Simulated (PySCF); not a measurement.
## Correlation energy of Ti (titanium, neutral)

[Ar] 3d1 4s2 5s1, high-spin 3D determinant (an excited configuration). All numbers are calculated (PySCF 2.14, scalar relativity by spin-free X2C-1e, in x2c-TZVPPall with one added diffuse shell each of s, p, d, f type (7s6p5d3f1g, 80 functions)). Frozen: [Ne]; 12 electrons correlated.

MP2 pair energies summed by pair of shells (mhartree):

| pair | energy | share (%) |
| --- | --- | --- |
| 3p-3p | -135.58 | 47.9 |
| 3p-4s | -33.28 | 11.8 |
| 3p-3d | -33.11 | 11.7 |
| 3s-3p | -28.57 | 10.1 |
| 4s-4s | -24.34 | 8.6 |
| 3d-4s | -7.46 | 2.6 |
| 3s-3s | -6.44 | 2.3 |
| 4s-5s | -5.66 | 2.0 |
| 3s-3d | -4.74 | 1.7 |
| 3s-4s | -1.98 | 0.7 |
| 3p-5s | -1.42 | 0.5 |
| 3d-5s | -0.28 | 0.1 |
| 3s-5s | -0.08 | 0.0 |

Total MP2 correlation energy: -282.94 mhartree.

Same-spin part -77.01 and opposite-spin part -205.94 mhartree; SCS-MP2 scales them by 1/3 and 6/5 to -272.79 mhartree.

This basis was not built for core-valence correlation, so the inner-shell part is incomplete.
